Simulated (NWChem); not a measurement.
# Plane-wave run on BeI₂ (rutile type)

```
CELL_PARAMETERS angstrom
      5.86882     0.00000     0.00000
      0.00000     5.86882     0.00000
      0.00000     0.00000     3.77955
ATOMIC_POSITIONS crystal
  Be 0.00000 0.00000 0.00000
  Be 0.50000 0.50000 0.50000
  I  0.30496 0.30496 0.00000
  I  0.80496 0.19504 0.50000
  I  0.19504 0.80496 0.50000
  I  0.69504 0.69504 0.00000
```

The numbers come from NWChem runs, not from measurements. Origin of the cell: lattice set by a structure generator, not relaxed at this level; this structure type may not be the compound's usual one.

Norm-conserving pseudopotentials with valence charges Be 2, I 7, fixed occupations, no spin-orbit coupling, density cut at twice the wavefunction cutoff.

The filled d shells of I are in the core.

Level: LDA (Vosko), Troullier-Martins, cutoff 30 Ha, density from a 2×2×4 mesh. Bands run along Γ–X–M–Γ–Z–R–A–Z with k in units of the cell's reciprocal vectors. The gap leaves out the spin-orbit splitting of the valence top.

Task: What gap does the band structure show, and how wide is the group of occupied bands?

Result: It shows a direct gap along this path of 0.45 eV at Γ. The 16 occupied bands reach 15.7 eV below the valence-band top.
